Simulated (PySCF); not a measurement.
GeH₄S. Atoms are numbered in the order given.

```xyz
6

Ge    -0.0021    -0.7013     0.0000
S      0.0816     1.5210     0.0000
H     -0.7243    -1.2094    -1.2572
H      1.4632    -1.1508     0.0000
H     -0.7243    -1.2094     1.2572
H     -1.2522     1.6771     0.0000
```
Charge 0, spin multiplicity 1.

Coordinates come from a PBE0-D3(BJ)/def2-TZVP optimisation.

Computed with PBE0/def2-TZVPD in PySCF.

Mulliken values depend strongly on the basis, most of all with diffuse functions as here. ESP charges are fitted to the potential on shells at 1.4 to 2.0 van der Waals radii. Atomic charges (e):

```csv
atom,Mulliken,IAO,ESP fit
Ge1,0.03,0.45,…
S2,-0.47,-0.31,…
H3,0.08,-0.09,…
H4,0.07,-0.07,…
H5,0.08,-0.09,…
H6,0.22,0.10,…
```

Problem. Complete the blanks. (The exact figures need the calculation; the answer reports its results.)

Solution. 
- Ge1, ESP fit: 0.08
- S2, ESP fit: -0.29
- H3, ESP fit: -0.01
- H4, ESP fit: 0.04
- H5, ESP fit: -0.01
- H6, ESP fit: 0.18
